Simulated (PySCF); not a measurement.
PySCF input file for Mn(OH)3 (H₃MnO₃), SMILES [OH][Mn]([OH])[OH] (connectivity only; charge and spin as stated), neutral, multiplicity 5, TDA-ωB97X/def2-SVPD. Coordinates come from a PBE0-D3(BJ)/def2-SVP optimisation. The spin state was assumed, not searched. Other conformers were not sampled.

```python
import numpy as np
from pyscf import gto, scf, dft, tdscf

mol = gto.M(
    atom='''
    Mn    0.11164505    0.09323836    0.01444033
    O    -1.11597530   -1.18791613   -0.06066340
    H    -1.92687099   -0.88730547   -0.48957655
    O    -0.51502147    1.48938564   -0.88819090
    H    -1.11703967    1.56916788   -1.63162027
    O     1.46476590   -0.51329909    0.98233140
    H     1.58263135   -1.31818480    1.49237174
    ''',
    basis='def2-SVPD',
    charge=0,
    spin=4,
    max_memory=1600,
    verbose=4,
)
mf = dft.UKS(mol, xc='wb97x').density_fit(auxbasis='def2-universal-jkfit')
mf.grids.level = 3
mf.conv_tol = 1e-9
mf.max_cycle = 100
mf.kernel()
fine, coarse = mf.grids, dft.Grids(mol).set(level=1).build(with_non0tab=True)
for _ in range(3):  # follow internal instabilities
    mf.grids = coarse
    mo, _, stable, _ = mf.stability(return_status=True, nroots=4)
    mf.grids = fine
    if stable:
        break
    mf.kernel(mf.make_rdm1(mo, mf.mo_occ))
mf.grids = dft.Grids(mol).set(level=1).build(with_non0tab=True)  # coarser grid for the response kernel
td = tdscf.TDA(mf)
td.nstates = 10
td.conv_tol = 1e-4
td.positive_eig_threshold = 1e-6
td.kernel(x0=td.get_init_guess(mf, 15))
td.analyze()
```

Log of the run:

```
PySCF version 2.14.0

[INPUT] verbose = 4
[INPUT] num. atoms = 7
[INPUT] num. electrons = 52
[INPUT] charge = 0
[INPUT] spin (= nelec alpha-beta = 2S) = 4
[INPUT] symmetry False subgroup None
[INPUT] Mole.unit = angstrom
[INPUT] Symbol           X                Y                Z      unit          X                Y                Z       unit  Magmom
[INPUT]  1 Mn     0.111645050000   0.093238360000   0.014440330000 AA    0.210978567663   0.176194964704   0.027288268848 Bohr   0.0
[INPUT]  2 O     -1.115975300000  -1.187916130000  -0.060663400000 AA   -2.108887678779  -2.244836144653  -0.114637211785 Bohr   0.0
[INPUT]  3 H     -1.926870990000  -0.887305470000  -0.489576550000 AA   -3.641258448470  -1.676764327128  -0.925165596509 Bohr   0.0
[INPUT]  4 O     -0.515021470000   1.489385640000  -0.888190900000 AA   -0.973249526571   2.814530953460  -1.678437547331 Bohr   0.0
[INPUT]  5 H     -1.117039670000   1.569167880000  -1.631620270000 AA   -2.110899046575   2.965297536664  -3.083315449589 Bohr   0.0
[INPUT]  6 O      1.464765900000  -0.513299090000   0.982331400000 AA    2.768006387602  -0.969994700088   1.856337309561 Bohr   0.0
[INPUT]  7 H      1.582631350000  -1.318184800000   1.492371740000 AA    2.990739807651  -2.491008253565   2.820173864641 Bohr   0.0

nuclear repulsion = 249.758365315501
number of shells = 51
number of NR pGTOs = 205
number of NR cGTOs = 127
basis = def2-SVPD
ecp = {}


******** <class 'pyscf.df.df_jk.DFUKS'> ********
method = DFUKS
initial guess = minao
damping factor = 0
level_shift factor = 0
DIIS = <class 'pyscf.scf.diis.CDIIS'>
diis_start_cycle = 1
diis_space = 8
diis_damp = 0
SCF conv_tol = 1e-09
SCF conv_tol_grad = None
SCF max_cycles = 100
direct_scf = False
number electrons alpha = 28  beta = 24
XC library pyscf.dft.libxc version 7.1.2
    S. Lehtola, C. Steigemann, M. J. T. Oliveira, and M. A. L. Marques,  SoftwareX 7, 1–5 (2018)
XC functionals = wb97x
    J.-D. Chai and M. Head-Gordon,  J. Chem. Phys. 128, 084106 (2008)
[...]
  HOMO = -0.297823417365  LUMO = -0.139004394275  gap/eV = 4.32169
cycle= 29 E= -1378.16508799692  delta_E= -0.58  |g|= 0.223  |ddm|= 1.33
  alpha nocc = 28  HOMO = -0.37965205911599  LUMO = 0.0431543512452688
  beta  nocc = 24  HOMO = -0.397584412427987  LUMO = -0.0225536475536856
  HOMO = -0.379652059116  LUMO = -0.0225536475537  gap/eV = 9.71714
cycle= 30 E= -1378.1926092772  delta_E= -0.0275  |g|= 0.0803  |ddm|= 0.317
  alpha nocc = 28  HOMO = -0.390642079408766  LUMO = 0.0403743654654227
  beta  nocc = 24  HOMO = -0.416245851666758  LUMO = -0.017149692267818
  HOMO = -0.390642079409  LUMO = -0.0171496922678  gap/eV = 10.16325
cycle= 31 E= -1378.19751223029  delta_E= -0.0049  |g|= 0.0357  |ddm|= 0.0947
  alpha nocc = 28  HOMO = -0.389258601267403  LUMO = 0.0367811410646159
  beta  nocc = 24  HOMO = -0.418040522894451  LUMO = -0.0177243158561318
  HOMO = -0.389258601267  LUMO = -0.0177243158561  gap/eV = 10.10996
cycle= 32 E= -1378.19953543525  delta_E= -0.00202  |g|= 0.015  |ddm|= 0.0713
  alpha nocc = 28  HOMO = -0.390285254431061  LUMO = 0.0344236514190169
  beta  nocc = 24  HOMO = -0.421737702696849  LUMO = -0.0206973928616998
  HOMO = -0.390285254431  LUMO = -0.0206973928617  gap/eV = 10.05700
cycle= 33 E= -1378.2001001621  delta_E= -0.000565  |g|= 0.00882  |ddm|= 0.0381
  alpha nocc = 28  HOMO = -0.388661734486472  LUMO = 0.0358625302827676
  beta  nocc = 24  HOMO = -0.421102833222012  LUMO = -0.0209594535726607
  HOMO = -0.388661734486  LUMO = -0.0209594535727  gap/eV = 10.00569
cycle= 34 E= -1378.20024501472  delta_E= -0.000145  |g|= 0.00482  |ddm|= 0.0191
  alpha nocc = 28  HOMO = -0.388530599923874  LUMO = 0.0364095895844545
  beta  nocc = 24  HOMO = -0.421763797432592  LUMO = -0.0210362689951253
  HOMO = -0.388530599924  LUMO = -0.0210362689951  gap/eV = 10.00003
cycle= 35 E= -1378.20029579823  delta_E= -5.08e-05  |g|= 0.00176  |ddm|= 0.0129
  alpha nocc = 28  HOMO = -0.388543278306051  LUMO = 0.0365590305269318
  beta  nocc = 24  HOMO = -0.422075326376331  LUMO = -0.0210740417649644
  HOMO = -0.388543278306  LUMO = -0.021074041765  gap/eV = 9.99935
cycle= 36 E= -1378.20030740034  delta_E= -1.16e-05  |g|= 0.000889  |ddm|= 0.00689
  alpha nocc = 28  HOMO = -0.388520916265962  LUMO = 0.0367696256480961
  beta  nocc = 24  HOMO = -0.422200185348046  LUMO = -0.0210577425456604
  HOMO = -0.388520916266  LUMO = -0.0210577425457  gap/eV = 9.99918
cycle= 37 E= -1378.20031124792  delta_E= -3.85e-06  |g|= 0.000393  |ddm|= 0.0047
  alpha nocc = 28  HOMO = -0.388501344459674  LUMO = 0.0368388325550806
  beta  nocc = 24  HOMO = -0.422214702542646  LUMO = -0.0210183818628353
  HOMO = -0.38850134446  LUMO = -0.0210183818628  gap/eV = 9.99972
cycle= 38 E= -1378.20031209247  delta_E= -8.45e-07  |g|= 0.000255  |ddm|= 0.00202
  alpha nocc = 28  HOMO = -0.388504799978116  LUMO = 0.036830570587743
  beta  nocc = 24  HOMO = -0.422216316921481  LUMO = -0.0210148900622764
  HOMO = -0.388504799978  LUMO = -0.0210148900623  gap/eV = 9.99991
cycle= 39 E= -1378.20031251044  delta_E= -4.18e-07  |g|= 0.00013  |ddm|= 0.0017
  alpha nocc = 28  HOMO = -0.388514180449762  LUMO = 0.0368095890401611
  beta  nocc = 24  HOMO = -0.422208157490077  LUMO = -0.0210218920572975
  HOMO = -0.38851418045  LUMO = -0.0210218920573  gap/eV = 9.99997
cycle= 40 E= -1378.20031264163  delta_E= -1.31e-07  |g|= 8.06e-05  |ddm|= 0.00103
  alpha nocc = 28  HOMO = -0.388500993237693  LUMO = 0.0368129937819872
  beta  nocc = 24  HOMO = -0.422197539621596  LUMO = -0.021013282717627
  HOMO = -0.388500993238  LUMO = -0.0210132827176  gap/eV = 9.99985
cycle= 41 E= -1378.20031266868  delta_E= -2.71e-08  |g|= 6.95e-05  |ddm|= 0.0004
  alpha nocc = 28  HOMO = -0.388514545336782  LUMO = 0.03679804670189
  beta  nocc = 24  HOMO = -0.422200211712723  LUMO = -0.021020755776985
  HOMO = -0.388514545337  LUMO = -0.021020755777  gap/eV = 10.00002
cycle= 42 E= -1378.20031268545  delta_E= -1.68e-08  |g|= 2.81e-05  |ddm|= 0.000387
  alpha nocc = 28  HOMO = -0.388510623792725  LUMO = 0.0367965213318877
  beta  nocc = 24  HOMO = -0.422194201089546  LUMO = -0.0210221539942053
  HOMO = -0.388510623793  LUMO = -0.0210221539942  gap/eV = 9.99987
cycle= 43 E= -1378.20031268816  delta_E= -2.71e-09  |g|= 2.61e-05  |ddm|= 0.000126
  alpha nocc = 28  HOMO = -0.388512761238705  LUMO = 0.0367978855647338
  beta  nocc = 24  HOMO = -0.422197609548215  LUMO = -0.0210207677970011
  HOMO = -0.388512761239  LUMO = -0.021020767797  gap/eV = 9.99997
cycle= 44 E= -1378.20031268946  delta_E= -1.3e-09  |g|= 1.21e-05  |ddm|= 9.1e-05
  alpha nocc = 28  HOMO = -0.388513731519278  LUMO = 0.0367964765838551
  beta  nocc = 24  HOMO = -0.422198004291009  LUMO = -0.0210221961565029
  HOMO = -0.388513731519  LUMO = -0.0210221961565  gap/eV = 9.99995
cycle= 45 E= -1378.20031268997  delta_E= -5.14e-10  |g|= 6.57e-06  |ddm|= 5.59e-05
  alpha nocc = 28  HOMO = -0.388513646603354  LUMO = 0.0367968222911146
  beta  nocc = 24  HOMO = -0.422198265452788  LUMO = -0.0210218544975733
  HOMO = -0.388513646603  LUMO = -0.0210218544976  gap/eV = 9.99996
Extra cycle  E= -1378.20031269011  delta_E= -1.36e-10  |g|= 5.67e-06  |ddm|= 1.89e-05
converged SCF energy = -1378.20031269011  <S^2> = 6.0377338  2S+1 = 5.0150708
tot grids = 30408
uhf_internal: lowest eigs of H = [0.13825294 0.14972373 0.17636388 0.21718503]
<class 'pyscf.df.df_jk.DFUKS'> wavefunction is stable in the internal stability analysis
tot grids = 30408
Overwritten attributes  positive_eig_threshold  of <class 'pyscf.tdscf.uks.TDA'>


******** <class 'pyscf.tdscf.uks.TDA'> for <class 'pyscf.df.df_jk.DFUKS'> ********
nstates = 10
deg_eia_thresh = 1.000e-03
wfnsym = None
conv_tol = 0.0001
eigh lindep = 1e-12
eigh level_shift = 0
eigh max_cycle = 100


Excitation energies (eV)
[2.00263794 2.14811869 2.48502818 3.04764976 4.20365048 4.74470094
 4.76570795 4.85892833 5.07732565 5.23404044]

** Excitation energies and oscillator strengths **
Excited State   1:      2.00264 eV    619.10 nm  f=0.0001
      19a ->   29a      0.28353
      23a ->   29a     -0.13887
      24a ->   29a      0.11179
      25a ->   29a     -0.24276
      26a ->   29a     -0.10929
      27a ->   29a     -0.31991
      28a ->   29a      0.82209
Excited State   2:      2.14812 eV    577.18 nm  f=0.0007
      16a ->   29a     -0.10262
      19a ->   29a     -0.13068
      20a ->   29a     -0.19344
      21a ->   29a     -0.14016
      23a ->   29a     -0.26479
      24a ->   29a      0.11659
      25a ->   29a     -0.40645
      26a ->   29a     -0.17194
      27a ->   29a     -0.64334
      28a ->   29a     -0.44111
Excited State   3:      2.48503 eV    498.92 nm  f=0.0012
      20a ->   29a      0.29304
      21a ->   29a     -0.13830
      23a ->   29a     -0.19135
      24a ->   29a      0.20628
      25a ->   29a     -0.56195
      26a ->   29a     -0.35735
      27a ->   29a      0.57626
Excited State   4:      3.04765 eV    406.82 nm  f=0.0066
      21a ->   29a      0.23945
      22a ->   29a      0.34073
      23a ->   29a     -0.47598
      24a ->   29a      0.61626
      25a ->   29a      0.11686
      26a ->   29a      0.39652
Excited State   5:      4.20365 eV    294.94 nm  f=0.0330
      23a ->   29a      0.14225
      24a ->   29a     -0.19680
      25a ->   29a     -0.49325
      26a ->   29a      0.71359
      23b ->   27b     -0.11474
      23b ->   28b     -0.17231
      24b ->   25b     -0.15568
      24b ->   29b     -0.20720
Excited State   6:      4.74470 eV    261.31 nm  f=0.0017
      23a ->   29a      0.17415
      24a ->   29a      0.13436
      21b ->   25b     -0.12341
      22b ->   25b      0.30941
      23b ->   25b     -0.86558
      23b ->   29b      0.11255
      23b ->   30b     -0.15388
      24b ->   25b      0.12605
Excited State   7:      4.76571 eV    260.16 nm  f=0.0044
      22b ->   25b     -0.12815
      23b ->   25b      0.11085
      24b ->   25b      0.93883
      24b ->   29b     -0.15191
      24b ->   30b      0.14096
Excited State   8:      4.85893 eV    255.17 nm  f=0.0021
      23a ->   29a     -0.70712
      24a ->   29a     -0.61633
      27a ->   29a      0.10383
      22b ->   25b      0.11137
      23b ->   25b     -0.18068
Excited State   9:      5.07733 eV    244.19 nm  f=0.0032
      21b ->   25b      0.71299
      21b ->   30b      0.12968
      22b ->   25b      0.62956
      22b ->   29b     -0.12173
      23b ->   25b      0.14496
Excited State  10:      5.23404 eV    236.88 nm  f=0.0027
      18a ->   29a     -0.11240
      20a ->   29a      0.15867
      21a ->   29a     -0.62949
      23a ->   29a     -0.10842
      25a ->   29a      0.19214
      19b ->   29b      0.10977
      21b ->   25b      0.23167
      22b ->   25b     -0.19170
      22b ->   26b      0.43676
      23b ->   25b     -0.11387
      23b ->   26b     -0.32551
      23b ->   27b      0.13088

** Transition electric dipole moments (AU) **
state          X           Y           Z        Dip. S.      Osc.
  1         0.0138      0.0490     -0.0168      0.0029      0.0001
  2         0.0630      0.0874     -0.0348      0.0128      0.0007
  3         0.0477      0.1296      0.0344      0.0203      0.0012
  4        -0.2510     -0.1535     -0.0445      0.0886      0.0066
  5        -0.3725      0.2772     -0.3236      0.3202      0.0330
  6         0.0156     -0.0125     -0.1175      0.0142      0.0017
  7        -0.1614      0.1081      0.0100      0.0378      0.0044
  8         0.0045      0.0254     -0.1309      0.0178      0.0021
  9        -0.0436      0.0858      0.1293      0.0260      0.0032
 10         0.0709     -0.0975     -0.0809      0.0211      0.0027

** Transition velocity dipole moments (imaginary part, AU) **
state          X           Y           Z        Dip. S.      Osc.
  1        -0.0033      0.0015     -0.0067      0.0001      0.0005
  2        -0.0037     -0.0046     -0.0192      0.0004      0.0034
  3        -0.0165      0.0066      0.0150      0.0005      0.0039
  4        -0.0030      0.0019      0.0001      0.0000      0.0001
  5        -0.0030      0.0085     -0.0079      0.0001      0.0006
  6         0.0042     -0.0031      0.0010      0.0000      0.0001
  7         0.0001     -0.0070      0.0024      0.0001      0.0002
  8        -0.0059      0.0028     -0.0035      0.0001      0.0002
  9         0.0028      0.0027     -0.0007      0.0000      0.0001
 10         0.0031     -0.0121      0.0014      0.0002      0.0005

** Transition magnetic dipole moments (imaginary part, AU) **
state          X           Y           Z
  1         0.0751      0.4232      0.3701
  2        -0.5367      0.2586      0.3036
  3        -0.0645     -0.2115      0.5814
  4        -0.0958     -0.0089      0.1734
  5        -0.0263      0.0479      0.0240
  6         0.2355     -0.5062      0.2318
  7         0.0158      0.0919     -0.2533
  8         0.1158     -0.2849      0.3798
  9         0.6586      0.3838      0.1889
 10         0.0578      0.0891      0.1425
```

Self-consistency was reached.
